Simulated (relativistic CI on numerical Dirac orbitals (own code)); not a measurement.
# What each ingredient does to the levels of Tb²⁸⁺

Base calculation: Dirac-Coulomb-Breit CI, KLI orbitals optimised for each configuration, model QED, unscaled Slater integrals.

CI space (outside the closed core [Ar] 3d10): 4s2.4p6.4d, 4s2.4p5.4d2, 4s2.4p6.4f, 4s.4p6.4d2, 4s2.4p5.4d.4f, 4s.4p6.4d.4f, 4s2.4p6.5s, 4s2.4p6.5p, 4s2.4p6.5d, 4s2.4p5.4d.5s, 4s2.4p6.5f, 4p6.4d2.4f, 4s2.4p5.4d.5p, 4s2.4p6.5g, 4s.4p6.4f.5s, 4s2.4p6.6s, 4s.4p6.4d.5s, 4s2.4p5.4d.5d, 4p6.4d3, 4p5.4d4, 4p5.4d3.4f, 4p6.4d.4f2, 4p5.4d2.4f2, 4p6.4f3, 4p5.4d.4f3, 4p6.4f2.5s, 4s.4p6.4f2, 4s.4p5.4f3. Double excitations out of closed p, d and f shells are left out; levels of such configurations are missing from the list, as are those of other unlisted configurations, and high levels can miss mixing partners. These lack a partner that the ground configuration has and come out too high: 4s2.4p5.4d.5s, 4s2.4p5.4d.5p, 4s2.4p5.4d.5d, 4s2.4p6.5p, 4s2.4p6.5d.

Variants: (1) one mean potential for all configurations. Shifts of the energy above 4s2.4p6.4d 2D_3/2, in cm⁻¹, for the lowest level and the first level of each name with at least 55 % of one term (blank where a level changes its place among those of its configuration and J or its character, or is not in the variant):

```tsv
Level	Base	Δ(1)
4s2.4p6.4d 2D_3/2	0	0
4s2.4p6.4d 2D_5/2	73470	-2
4s2.4p5.4d2 4D°_1/2	961118	-106
4s2.4p5.4d2 4D°_3/2	964977	-106
4s2.4p5.4d2 4G°_9/2	1044113	-111
4s2.4p5.4d2 4G°_11/2	1066323	-111
4s2.4p5.4d2 2H°_11/2	1128254	-112
4s2.4p5.4d2 2G°_9/2	1163599	-113
4s2.4p5.4d2 2P°_1/2	1172494	-114
4s2.4p5.4d2 2P°_3/2	1246529	-115
4s2.4p6.4f 2F°_7/2	1333268	-604
4s.4p6.4d2 4F_3/2	1985154	-169
4s.4p6.4d2 4F_5/2	2011378	-165
4s.4p6.4d2 4P_1/2	2047040	-173
4s.4p6.4d2 4F_7/2	2058082	-168
4s.4p6.4d2 4P_3/2	2081524	-174
4s.4p6.4d2 4F_9/2	2095865	-167
4s.4p6.4d2 2D_3/2	2141422	-184
4s.4p6.4d2 2G_7/2	2151230	-191
4s.4p6.4d2 2G_9/2	2178974	-172
```

At this charge energies of transitions that change n are usually good to better than 1 %, and those within a shell (Δn = 0) to a few per cent.

Ionisation energy from the two ground configurations alone: base 996.716 eV. The NIST ASD value (theoretical) is 997 eV.

LS names give the leading component of a level, which can be under half, so a name can repeat, a term be missing and a line seem to break the LS rules.
